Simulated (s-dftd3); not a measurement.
F6Si2, charge -1, doublet, at a GFN2-xTB geometry (a state made from the parent by changing its charge; the spin is typed, not shown lowest); D3(op) for tpss run with s-dftd3.

Input for s-dftd3:
```
$ s-dftd3 mol.xyz --op tpss --json dftd3.json --noedisp --grad

# file mol.xyz
8

F      2.49883233    -0.26838669    -1.13758630
Si     1.11033667    -0.08712955    -0.20292888
F      1.71358062     1.21089097     0.58438236
F      1.56806140    -1.25283648     0.84599198
Si    -1.11033667     0.08712955     0.20292888
F     -1.56806140     1.25283648    -0.84599198
F     -1.71358062    -1.21089097    -0.58438236
F     -2.49883233     0.26838669     1.13758630
```

**Question.** Predict the main parts of the log of this s-dftd3 run.

**Answer.** 
```
-----------------------------------
 s i m p l e   D F T - D 3  v1.4.0
-----------------------------------

Optimized power damping: tpss-D3(op)
--------------------
   s6        1.0000
   s8        0.5158
   s9        0.0000
   a1        0.5750
   a1        3.0000
  alp       14.0000
 beta        8.0000
--------------------

Dispersion energy:      -2.2307695042749E-03 Eh

Gradient norm:           7.5991996187292E-04 Eh/a0
--------------------------------------------------
     #    Z           dE/dx      dE/dy      dE/dz
--------------------------------------------------
     1    9 F     6.461E-05  1.367E-05  1.647E-04
     2   14 Si   -2.306E-04  2.171E-06 -1.078E-04
     3    9 F    -4.317E-05 -2.971E-04 -7.796E-05
     4    9 F    -9.249E-06  2.772E-04 -1.389E-04
     5   14 Si    2.306E-04 -2.171E-06  1.078E-04
     6    9 F     9.249E-06 -2.772E-04  1.389E-04
     7    9 F     4.317E-05  2.971E-04  7.796E-05
     8    9 F    -6.461E-05 -1.367E-05 -1.647E-04
--------------------------------------------------

Virial:
--------------------------------------------------
      component           x          y          z
--------------------------------------------------
          x      -6.921E-04 -1.434E-04 -2.258E-04
          y      -1.434E-04 -2.687E-03  1.696E-04
          z      -2.258E-04  1.696E-04 -1.242E-03
--------------------------------------------------

[Info] JSON dump of results written to 'dftd3.json'
```
